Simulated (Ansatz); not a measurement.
Total energies of Sn(vinyl)3Br (C₆H₉BrSn) from Ansatz at PBE0-D4/def2-TZVPD, gas phase (1 Eh = 27.2114 eV = 2625.5 kJ/mol). The reference geometry is relaxed at PBE-D4/def2-SVP.

| state | geometry | energy (Eh) |
| --- | --- | --- |
| charge 0 singlet | reference | -3021.98449 |
| charge -1 doublet | reference | -3021.96632 |
| free Sn atom (triplet) | – | -214.25878 |
| free C atom (triplet) | – | -37.80543 |
| free H atom (doublet) | – | -0.50104 |
| free Br atom (doublet) | – | -2573.81224 |

In the def2 sets Sn takes a core potential; there is no spin–orbit coupling.

(1) Work out the vertical electron affinity, to the doublet.

(2) What is the binding energy per atom against free atoms?

(1) E(charge 0 singlet) − E(charge -1 doublet) = -3021.98449 − (-3021.96632) = -0.01817 Eh = -0.49 eV; negative, so the extra electron isn't bound.

(2) Atoms: 1 × (-214.25878) + 6 × (-37.80543) + 9 × (-0.50104) + 1 × (-2573.81224) = -3019.41296 Eh. Binding: -3019.41296 − (-3021.98449) = 2.57153 Eh = 69.97 eV, or 4.12 eV for each of 17 atoms (no zero-point energy, no counterpoise term).

At PBE0-D4/def2-TZVPD the highest occupied level of the charge -1 doublet lies above zero (up to 1.67 eV). By energy differences it is unbound by 0.49 eV (vertical, against the charge 0 singlet, at PBE0-D4/def2-TZVPD) and held by the finite basis.
